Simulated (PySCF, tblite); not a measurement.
Isomers of C2H6O2Si, one GFN2-xTB conformer each. Single-point energies are computed at PBE0/pcSseg-1 (PySCF, gas phase, no added dispersion term), electronic only.

```json
{"SMILES": "C[Si@@H](O)C=O", "GFN2-xTB relative energy (kJ/mol)": "81.5"}
{"SMILES": "O=CC[SiH2]O", "GFN2-xTB relative energy (kJ/mol)": "0.0"}
```

Conformers: `[CH3:1][Si@@H:2]([OH:3])[CH:4]=[O:5]` with C1–Si2–O3–H 132°, C1–Si2–C4–O5 -124°; `[O:1]=[CH:2][CH2:3][SiH2:4][OH:5]` with O1–C2–C3–Si4 68°, C2–C3–Si4–O5 -48°, C3–Si4–O5–H 17°.

Problem. What does PBE0/pcSseg-1 give for the same structures?

Solution. 
| SMILES | PBE0/pcSseg-1 E (Eh) | PBE0/pcSseg-1 (kJ/mol) | GFN2-xTB (kJ/mol) | point group |
| --- | --- | --- | --- | --- |
| O=CC[SiH2]O | -519.38179 | 0.0 | 0.0 | C1 |
| C[Si@@H](O)C=O | -519.37830 | 9.2 | 81.5 | C1 |

Both levels put the same isomer lowest. Neighbours under 10 kJ/mol apart (O=CC[SiH2]O and C[Si@@H](O)C=O) can change places with a better method, another conformer or zero-point energy.

Problem. Which frontier levels, dipoles and rotational constants go with these structures?

Solution. 
```
        SMILES  HOMO (eV, PBE0/pcSseg-1)  LUMO (eV)  dipole (D)     A, B, C (MHz)
   O=CC[SiH2]O                     -7.72      -1.12        2.92  6652, 3172, 2342
C[Si@@H](O)C=O                     -6.98      -1.46        1.86  5938, 2894, 2234
```

Problem. What happens when harmonic zero-point energies from GFN2-xTB frequencies are added?

Solution. 
```json
{"SMILES": "O=CC[SiH2]O", "ZPE (kJ/mol)": "198.5", "electronic (kJ/mol)": "0.0", "with ZPE (kJ/mol)": "0.0"}
{"SMILES": "C[Si@@H](O)C=O", "ZPE (kJ/mol)": "199.4", "electronic (kJ/mol)": "9.2", "with ZPE (kJ/mol)": "10.1"}
```

The zero-point energies span 0.9 kJ/mol. The order is unchanged.
